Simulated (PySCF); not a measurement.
# Working with the constants of ZnS⁻

TPSSh constants of ZnS⁻, ²Σ⁺ (doublet), unpaired electrons σ ↑ (PySCF, no relativity, basis sets Zn def2-TZVPPD, S def2-TZVPPD; masses 63.9291 and 31.9721 u):

```
ωe              : 395.0 cm⁻¹
ωexe            : 2.28 cm⁻¹
Be              : 0.17304 cm⁻¹
αe              : 0.00114 cm⁻¹
D (centrifugal) : 1.33e-07 cm⁻¹
De to Zn + S⁻   : 1.79 eV
```

Q: Give the vibrational terms G(v) and spacings up to v = 6.

A: G(v) = ωe(v+½) − ωexe(v+½)².

| v | G(v) (cm⁻¹) | G(v) − G(v−1) | Bv (cm⁻¹) |
| --- | --- | --- | --- |
| 0 | 197 |  | 0.1725 |
| 1 | 587 | 390 | 0.1713 |
| 2 | 973 | 386 | 0.1702 |
| 3 | 1355 | 381 | 0.1691 |
| 4 | 1731 | 377 | 0.1679 |
| 5 | 2104 | 372 | 0.1668 |
| 6 | 2471 | 368 | 0.1656 |

Q: How well does the Morse estimate ωe²/(4ωexe) reproduce De, and what is D0?

A: It gives 2.12 eV, 118 % of the computed De. D0 = De − G(0) = 1.79 − 0.02 = 1.77 eV.

For an ion De counts to the pair picked by the measured ionisation energies or electron affinities, which need not be the lowest pair at this level. The state was picked by a PBE0 search and need not be the measured ground state.
